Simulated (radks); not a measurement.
Results of a calculation; reference values are marked as such.
Spherical jellium clusters: N electrons in a uniform positive sphere of charge N and radius rs N^(1/3), rs = 2.97 bohr. Level of theory: non-relativistic Kohn-Sham, LDA (Slater exchange, Perdew-Wang correlation), spin-polarised, spherical densities (a radial shooting solver with Libxc functionals). Levels are named by radial order and angular momentum (1s, 1p, 1d, 2s, ...), and open shells are averaged over m.

N = 7, configuration 1s2 1p(up 3, down 2). This is the lowest configuration that the search found. Occupied and some empty levels:

level,occupation,eigenvalue (eV),<r> (bohr)
1s up,1,-6.2837,3.879
1s down,1,-6.0205,3.888
1p up,3,-3.9534,4.948
1p down,2,-3.7043,5.003
1d up,0,-1.4629,6.253
2s up,0,-1.2898,7.003
1d down,0,-1.2767,6.403
2s down,0,-1.1818,7.191

Energy (eV): total -10.2507, kinetic 19.221, external -268.38, Hartree 128.68, exchange-correlation -30.592, background 140.81.

Electron density:

r (bohr),n(r) (e/bohr^3)
0.697,0.007699
1.44,0.008832
2.19,0.009965
2.94,0.01026
3.69,0.009218
4.43,0.007040
5.18,0.004511
5.93,0.002461
6.68,0.001200
7.42,0.0005476
8.17,0.0002392
8.92,0.0001016
9.67,0.00004242
